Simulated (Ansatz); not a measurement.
Basis-set extrapolation for CAlF2N, SMILES `N#[C][Al]([F])[F]` (PBE0-D4/def2-TZVP geometry, frozen core, Ansatz 0.2.0). Multiplicity 1, RHF reference.

```csv
,def2-TZVPP,def2-QZVPP
HF,-533.419251,-533.440277
MP2 correlation,-0.899289,-0.976226
CCSD(T) correlation,-0.933539,not run
```

Energies in hartree. Use E(X) = E(∞) + A·exp(−7.88·√X) for Hartree–Fock and E(X) = E(∞) + B·X^(−2.97) for correlation, with X = 3 and 4, and add CCSD(T) minus MP2 of the smaller set to the MP2 limit.

Problem. What is the CCSD(T) energy at the basis-set limit?

Solution. HF limit: -533.440277 + (-0.021026) × 0.13774 = -533.44317. MP2 limit: -0.976226 + (-0.076937) × 0.74074 = -1.03322. Higher-order term: -0.933539 − (-0.899289) = -0.03425. Total: -534.51064 hartree, 4.30 eV below CCSD(T)/def2-TZVPP.
